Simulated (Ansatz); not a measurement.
Spin states of H2O2Ti (SMILES [OH][Ti][OH]), each relaxed at B3LYP-D3(BJ)/def2-TZVP; lowest solutions found, singlets restricted, no spin–orbit coupling, no relativity up to Kr.
Multiplicity 3 (charge 0, multiplicity 3):
```xyz
5

Ti     0.09544    -0.28326     0.05021
O      1.34127     0.16816    -1.20403
H      1.90251     0.56351    -1.86768
O     -1.31300    -0.29189     1.21004
H     -2.08000    -0.12678     1.75425
```
Multiplicity 1 (charge 0, multiplicity 1):
```tsv
atom	x (Å)	y (Å)	z (Å)
Ti	0.3164	-0.9537	0.1630
O	1.1595	0.0672	-1.0196
H	1.2857	0.8821	-1.5056
O	-1.0895	-0.3240	1.0454
H	-1.7260	0.3581	1.2595
```

The values were computed with Ansatz (Gaussian basis) for Hartree–Fock, density functionals and correlated methods. Values without a source in brackets are computed.

The energy of multiplicity 1 less that of multiplicity 3 (kcal/mol) and the share of exact exchange:

```csv
functional,exact exchange (%),value
PBE/def2-TZVPP,0,18.92
PBE0/def2-TZVPP,25,27.65
BLYP/def2-TZVPP,0,18.17
B3LYP/def2-TZVPP,20,24.62
BHLYP/def2-TZVPP,50,33.93
r2SCAN/def2-TZVPP,0,27.65
r2SCANh/def2-TZVPP,10,30.21
```

Take the value as linear in the share of exact exchange along PBE and PBE0. Give the slope, say whether the sign turns, and set the other functionals against that line.


Slope: (27.65 − (18.92))/2.5 = 3.49 kcal/mol for each 10 %. The line keeps its sign from 0 to 100 %. At 50 % it gives 36.4 kcal/mol. The LYP pair gives (33.93 − (18.17))/5 = 3.15 for each 10 %. BHLYP, at 50 %, lies -2.4 from the PBE line. B3LYP, at 20 %, lies -1.3 from the PBE line. r2SCAN, with none, stands 8.7 from PBE. The r2SCAN pair gives 2.57 for 10 %.

Ansatz is a program for electronic structure.
